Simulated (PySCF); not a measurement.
**Heteronuclear NMR**

Structure with atom numbers: `[SiH3:1][c:2]1[cH:3][c:4]([CH:5]2[CH2:6][CH2:7]2)[cH:8][o:9]1` (H(Xn): hydrogen on atom n). Ha(C6), Ha(C7) are cis to C4 on the ring; Hb(C6), Hb(C7) are trans to C4 on the ring.

- NMR shieldings at PBE0/pcSseg-1/GIAO
- GFN2-xTB geometry
- program: PySCF 2.14
- equivalent nuclei averaged, single conformer, non-relativistic Hamiltonian, no solvent

**Question.** Where does $^{29}$Si resonate?

**Answer.** 
```json
{"atoms": "Si1", "environment": "silicon bonded to C, 3 H", "σ (ppm)": "436.1", "δ (ppm)": "-78.5"}
```

Shieldings were converted by a linear fit to measured shifts: $^{29}$Si: δ = 279.94 − 0.822σ (rms 8.9 ppm, 72 shifts, 25.8 ppm with the 6 outliers that the fit left out vs TMS, solution or neat liquid). Occasional misses reach two or three times the rms, and more in compound classes unlike the fitted ones.

On a 400 MHz spectrometer $^{29}$Si resonates near 79.5 MHz, so 1 ppm is 79.5 Hz.

**Question.** Predict the $^{17}$O NMR data.

**Answer.** 
```json
{"atoms": "O9", "environment": "aromatic ring oxygen", "σ (ppm)": "16.0", "δ (ppm)": "252.1"}
```

Shieldings were converted by a linear fit to measured shifts: $^{17}$O (scatter 10.7 ppm rms, 12.2 ppm with the 3 outliers that the fit left out vs liquid water, solution or neat liquid). A few per cent of atoms miss by over 2 rms, more outside the fitted compound classes.

On a 300 MHz spectrometer $^{17}$O resonates near 40.7 MHz, so 1 ppm is 40.7 Hz.
